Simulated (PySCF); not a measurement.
GeH6O2Si, SMILES O[SiH2][GeH2][OH].

The structure is a stationary point at B3LYP-D3(BJ)/def2-SVP. This is a generated structure with no PubChem entry under its InChIKey; it may be hypothetical. One conformer was computed; it need not be the lowest.

Two levels are set side by side: PBE/def2-TZVP (PySCF) and PBE0/def2-TZVP (PySCF). Same geometry, gas phase. Differences are taken from unrounded values.

| quantity | PBE0 |
|---|---|
| orbital gap (eV) | 7.23 |
| highest occupied level (eV) | -8.05 |
| lowest empty level (eV) | -0.82 |
| dipole moment (D) | 2.49 |
| mean polarisability (bohr³) | 65.5 |

Q: What does PBE give, and how far is it from PBE0? (An estimate is asked for; the answer gives what the named calculation found.)

A: 
```
quantity                       PBE  PBE minus PBE0
---------------------------  -----  --------------
orbital gap (eV)              5.20           -2.03
highest occupied level (eV)  -6.87            1.18
lowest empty level (eV)      -1.66           -0.85
dipole moment (D)             2.33           -0.17
mean polarisability (bohr³)   68.2             2.7
```

Without exact exchange PBE keeps part of each electron's self-repulsion, which lifts occupied levels and narrows the gap. Loosely held outer electrons make PBE densities more polarisable. Differences between two approximate levels are no errors against the true value.

Rough cost on one machine, each run with all the roots and properties that it gave: PBE0 against PBE within a factor of 2.
